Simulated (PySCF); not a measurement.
Compound: Sn(vinyl)2Br2, C4H6Br2Sn.
SMILES: `C=[CH][Sn]([Br])([Br])[CH]=C`

The calculation used TDDFT CAM-B3LYP/def2-SVPD, vertical, gas phase, core orbitals frozen in the response, def2 core potentials past Kr in PySCF 2.14.0, density-fitted response routines. The structure is a single PBE0-D3(BJ)/def2-SVP conformer in the gas phase; no vibrational or solvent corrections. Spin–orbit coupling is left out.

Orbital energies (eV): HOMO-3 -9.73, HOMO-2 -9.68, HOMO-1 -9.47, HOMO -9.36, LUMO -0.71, LUMO+1 -0.12, LUMO+2 0.50.

Among the lowest singlets, which states do these configurations lead, and at what energies: HOMO-1→LUMO, HOMO→LUMO?

```json
{"state": "S1", "leading configuration": "HOMO→LUMO", "weight": "0.91", "Δε (eV)": "8.65", "E (eV)": "5.41", "E − Δε (eV)": "-3.24", "f": "0.039", "other configurations": "–"}
{"state": "S2", "leading configuration": "HOMO-1→LUMO", "weight": "0.86", "Δε (eV)": "8.76", "E (eV)": "5.54", "E − Δε (eV)": "-3.21", "f": "0.028", "other configurations": "–"}
```

E − Δε runs from -3.24 to -3.21 eV. Among themselves, these states come in the order of their orbital differences. Δε is the difference of the two orbital energies.

H and L stand for HOMO and LUMO. The other states: S3 5.72 eV, f 0.013, H-3→L (63%), H-4→L (14%), H-3→L+1 (8%); S4 5.79 eV, f 0.046, H-2→L (50%), H-5→L (24%); S5 6.15 eV, f 0.059, H→L+1 (32%), H-4→L (14%), H-3→L+1 (13%); S6 6.29 eV, f 0.126, H-5→L (40%), H-2→L (32%); S7 6.38 eV, f 0.0046, H-4→L (52%), H-4→L+1 (14%), H-3→L (11%); S8 6.52 eV, f 0.0031, H-2→L+1 (26%), H→L+2 (20%); S9 6.73 eV, f 0.016, H-1→L+1 (26%), H→L+1 (17%), H-2→L+1 (16%); S10 6.75 eV, f 0.018, H-1→L+1 (29%), H→L+1 (23%), H→L+3 (10%).

Pair triplets and singlets of the same leading configuration (75% or more in both) and give the splittings.

```tsv
configuration	triplet	E(T) (eV)	singlet	E(S) (eV)	E(S) − E(T) (eV)
HOMO→LUMO	T3	5.01	S1	5.41	+0.40
HOMO-1→LUMO	T4	5.10	S2	5.54	+0.45
```

The 4 triplets are Tamm–Dancoff values, the singlets full response.

Summed over the main configurations (up to three a state, each over 8%) of all 10 singlets, the electron leaves HOMO with weight 1.94, HOMO-1 with weight 1.41, HOMO-2 with weight 1.24 and HOMO-3 with weight 0.95.

All these states lie below the vertical ionisation energy of 10.07 eV (ΔSCF).
